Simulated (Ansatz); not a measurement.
A nudged elastic band was laid between two geometries of ClF3Ti + H2S (8 atoms, charge 0, multiplicity 1).

Computed with Ansatz, RKS BLYP/def2-SVP.

* movable images: 5
* climbing image: yes
* spring: 5.0 eV/Å²
* optimiser: quadratic models (default)
* start path: through a guess of the saddle point
* force threshold: 0.05 eV/Å
* iteration limit: 60
* end points: relaxed

Initial state:

```xyz
8
Properties=species:S:1:pos:R:3
Ti 0.177 0.065 0.004
Cl 0.478 0.019 2.209
F 1.795 -0.064 -0.651
F -0.391 1.597 -0.632
F -0.629 -1.356 -0.655
S -3.003 0.193 0.965
H -3.140 -1.085 0.506
H -2.692 -0.240 2.220
```

Final state:

```xyz
8
Properties=species:S:1:pos:R:3
Ti -0.551 -0.027 -0.501
Cl -0.218 0.716 3.161
F 0.610 -1.142 0.185
F -0.115 1.660 -0.389
F -0.700 -0.450 -2.196
S -2.642 -0.313 0.509
H -2.445 -1.664 0.598
H -1.344 0.347 2.601
```

(1) Which bonds break or form, and what moves?

(2) What energy profile does the band end with?

(3) What is the geometry of the highest image?

(4) What are the harmonic wavenumbers there?

## Answers

(1) Bonds broken: Ti1–Cl2, S6–H8. Bonds formed: Ti1–S6, Cl2–H8. ClF3Ti + H2S becomes ClH + F3HSTi.

(2) The run converged. The highest image is number 4 of 0 to 6, 92.5 kJ/mol above the first end and 25.8 kJ/mol above the last; the last end lies 66.8 kJ/mol above the first. A vibrational analysis at the climbing image gives one clearly imaginary mode, 328i cm⁻¹: a first-order saddle point. The orbitals stay closed-shell, which can raise the energy where a bond breaks towards radicals; this wasn't checked here.

| image | path coordinate (Å) | energy (kJ/mol) | Ti1–Cl2 (Å) | S6–H8 (Å) | Ti1–S6 (Å) |
| --- | --- | --- | --- | --- | --- |
| 0 | 0.00 | 0.0 | 2.23 | 1.36 | 3.32 |
| 1 | 0.87 | 6.7 | 2.24 | 1.36 | 3.32 |
| 2 | 1.74 | 27.6 | 2.27 | 1.36 | 3.08 |
| 3 | 2.62 | 47.8 | 2.35 | 1.38 | 2.81 |
| 4 | 3.49 | 92.5 | 2.69 | 1.74 | 2.53 |
| 5 | 4.14 | 74.3 | 3.14 | 2.19 | 2.39 |
| 6 | 4.79 | 66.8 | 3.75 | 2.55 | 2.34 |

(3) 
```xyz
8
Properties=species:S:1:pos:R:3
Ti -0.415 0.097 -0.156
Cl -0.229 0.639 2.473
F 0.918 -1.010 0.077
F 0.039 1.747 -0.500
F -0.960 -0.449 -1.730
S -2.711 -0.344 0.822
H -2.448 -1.683 0.909
H -1.600 0.131 2.071
```

(4) 328i, 42, 137, 153, 179, 195, 224, 239, 260, 333, 513, 569, 738, 783, 809, 890, 1057, 2560 cm⁻¹.

Run time: 2.7 min on 4 threads of Arm Neoverse V1, on a shared host, peak memory 0.2 GiB.
